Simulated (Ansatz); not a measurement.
Computed with Ansatz on PBE0-D4/def2-TZVP structures; ΔE is electronic, products minus reactants. CCSD(T)/CBS adds triple-zeta CCSD(T) − MP2 to the extrapolated MP2 energy (def2 sets, frozen cores). This one scheme is used for every species, atoms too. For atomizations the MP2-based limit and the directly extrapolated one differ by several kJ/mol either way, and by 10 to 25 for some Ge, Se and Sn compounds, so smaller differences from it don't rank the levels. Functionals use def2-TZVPP. B3LYP here is the variant with VWN-RPA as its local correlation; programs differ in this. HSE06 is defined as in plane-wave codes. Open shells (•) are unrestricted, without spin–orbit coupling. Spin–orbit coupling would lower the free atoms: a little for O, Si. One conformer a species, not always the lowest.

Consider the atomization: `O[SiH2][SiH](O)O` → 6 H• + 3 O• + 2 Si•.

`O[SiH2][SiH](O)O`:

```xyz
11

O    -0.340    2.225   -0.551
Si   -0.419    0.723   -1.236
Si    0.548   -0.776    0.300
O    -0.283   -2.183    0.499
O     0.528    0.195    1.644
H    -0.142    2.213    0.389
H     0.274    0.756   -2.550
H    -1.836    0.327   -1.495
H     1.933   -1.242    0.033
H    -1.240   -2.130    0.532
H     0.976   -0.109    2.436
```

```
             level  ΔE (kcal/mol)  difference from CCSD(T)/CBS
       LDA (SPW92)         1083.4                        126.9
            PBE-D4          954.2                         -2.3
         revPBE-D4          929.7                        -26.8
           BLYP-D4          945.0                        -11.5
         r2SCAN-D4          949.6                         -6.9
            B97M-V          949.1                         -7.4
           PBE0-D4          934.9                        -21.6
          B3LYP-D4          944.8                        -11.7
        r2SCANh-D4          941.7                        -14.8
        r2SCAN0-D4          930.3                        -26.2
          HSE06-D4          935.6                        -20.9
          BHLYP-D4          915.3                        -41.2
      CAM-B3LYP-D4          952.8                         -3.7
           ωB97M-V          951.7                         -4.8
          PBE-QIDH          933.7                        -22.8
               PBE          948.7                         -7.8
            revPBE          914.0                        -42.5
              BLYP          933.0                        -23.5
            r2SCAN          948.3                         -8.2
             B3LYP          935.9                        -20.6
           r2SCAN0          928.7                        -27.8
             HSE06          931.2                        -25.3
             BHLYP          908.3                        -48.2
         CAM-B3LYP          948.0                         -8.5
           LC-ωPBE          940.2                        -16.3
       HF/def2-SVP          656.0                       -300.5
      MP2/def2-SVP          883.1                        -73.4
     CCSD/def2-SVP          859.1                        -97.4
  CCSD(T)/def2-SVP          867.1                        -89.4
     HF/def2-TZVPP          675.2                       -281.3
    MP2/def2-TZVPP          944.5                        -12.0
SCS-MP2/def2-TZVPP          940.7                        -15.8
   CCSD/def2-TZVPP          911.9                        -44.6
CCSD(T)/def2-TZVPP          925.4                        -31.1
     HF/def2-QZVPP          677.7                       -278.8
    MP2/def2-QZVPP          963.2                          6.7
SCS-MP2/def2-QZVPP          961.5                          5.0
      HF/CBS(def2)          678.1                       -278.4
     MP2/CBS(def2)          975.6                         19.1
    CCSD/CBS(def2)          943.0                        -13.5
       CCSD(T)/CBS          956.5                            0
```

Largest T1 diagnostic among the species: 0.012.

From BLYP to BHLYP (50 % exact exchange), in def2-TZVPP and without D4, ΔE moves by −24.7 kcal/mol: exact exchange takes away binding that semilocal exchange gives to molecules. At CCSD(T), def2-SVP lies −89.4 kcal/mol from the extrapolated value and def2-TZVPP −31.1 kcal/mol: correlation converges slowly with the basis, and small sets miss more of it in the bonded molecule than in its fragments.
